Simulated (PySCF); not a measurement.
Computed shifts of a molecule C3H8OSi2, HF/pcSseg-1 (PySCF), GIAO, gas phase, equivalent atoms averaged, in ppm (number of nuclei): ¹³C: 180.2 (1), 172.7 (1), 52.8 (1). ²⁹Si: 0.6 (1), -36.4 (1). ¹H: 7.95 (1), 7.93 (1), 5.11 (1), 4.56 (2), 3.83 (3). References: ¹³C against TMS (σ = 192.6 ppm); ¹⁷O against H2O (σ = 333.0 ppm); ²⁹Si against TMS (σ = 393.8 ppm); ¹H against TMS (σ = 31.99 ppm), references at their B3LYP-D3(BJ)/def2-TZVP geometries, non-relativistic. Geometry optimised at B3LYP-D3(BJ)/def2-SVP. One conformer was computed; it need not be the lowest.

Pick the molecule that these values belong to.
A) C[Si@]1([SiH3])C=CO1
B) [SiH3][Si@H]1C=COC1
C) O[SiH2][C@@H]1C=C[SiH2]1
D) CO[Si@@H]1C=C[SiH2]1

D, CO[Si@@H]1C=C[SiH2]1
